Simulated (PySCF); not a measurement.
MSOH across group 13

Level: PBE0, basis family def2-TZVP, scalar-relativistic core potentials from Rb on and no relativity for lighter atoms.

Each entry is the lowest minimum that a search over a few typed start shapes (and spin states, where more than one is plausible) found, or that minimum re-optimised at the stated level; isomers with ligand–ligand bonds, or fragments after loss of a ligand pair, can lie lower. Open shells are unrestricted; no spin–orbit coupling; PySCF with density fitting.

```
molecule  2S+1  point group  mean bond to the central atom (Å)  gap (eV)  dipole (D)  highest ω (cm⁻¹)  polar-tensor charge of the central atom
  BS(OH)     1           Cs                              1.465      7.39        3.30              3892                                     0.89
 GaS(OH)     1           Cs                              1.880      5.24        3.69              3890                                     0.98
 InS(OH)     1           Cs                              2.063      4.58        3.72              3878                                     1.01
 TlS(OH)     1           Cs                              2.108      4.60        3.33              3854                                     0.96
```

Spin–orbit coupling can matter for TlS(OH).

Left out of the table are members whose search was unfinished or whose lowest solution was spin-contaminated, unstable, very soft or bonded differently.
